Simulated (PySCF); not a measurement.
Cd(I)(Et) (C₂H₅CdI), SMILES C[CH2][Cd][I].

Geometry optimised at PBE0-D3(BJ)/def2-SVP. The structure was generated by enumeration; whether it is a known compound was not checked. The def2 effective core potentials stand for the cores of Cd, I; spin–orbit coupling is left out. One conformer was computed; it need not be the lowest.

Two levels are set side by side: TDA-PBE/def2-SVPD (PySCF) and TDA-M06-2X/def2-SVPD (PySCF). Vertical, same geometry. The lowest singlet is HOMO→LUMO 100 % with PBE and HOMO→LUMO 94 % with the other functional; states are paired by order. Differences are taken from unrounded values.

```
quantity                               TDA-M06-2X
-------------------------------------  ----------
lowest singlet excitation (eV)               5.22
lowest triplet excitation (TDA) (eV)         4.47
first bright state (f over 0.05) (eV)        5.81
its oscillator strength                      0.21
```

**Question.** What does TDA-PBE give, and how far is it from TDA-M06-2X? (The exact figures need the calculation; the answer reports its results.)

**Answer.** 
| quantity | TDA-PBE | TDA-PBE minus TDA-M06-2X |
|---|---|---|
| lowest singlet excitation (eV) | 4.43 | -0.78 |
| lowest triplet excitation (TDA) (eV) | 4.15 | -0.32 |
| first bright state (f over 0.05) (eV) | 5.94 | 0.14 |
| its oscillator strength | 0.76 | 0.56 |

A lower first singlet is the usual sign of a functional without exact exchange. Differences between two approximate levels are no errors against the true value.

Rough cost on one machine, each run with all the roots and properties that it gave: TDA-M06-2X against TDA-PBE about 7 times.
